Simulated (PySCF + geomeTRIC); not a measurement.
Species: C2H3NSi, SMILES `N=[si]1cc1` (charge 0, multiplicity 1).

Q: Give a relaxed geometry from B3LYP-D3(BJ)/def2-TZVP (PySCF + geomeTRIC).

A: the end point of this relaxation (outside a Z-matrix the atoms follow the SMILES, hydrogens last).
Cartesian coordinates (Å) in one orientation:
```xyz
7

N      2.199    -0.014     0.225
Si     0.617     0.030     0.088
C     -1.109     0.445     0.205
C     -0.867    -0.655    -0.570
H      2.704     0.667     0.776
H     -2.028     0.951     0.476
H     -1.530    -1.312    -1.120
```
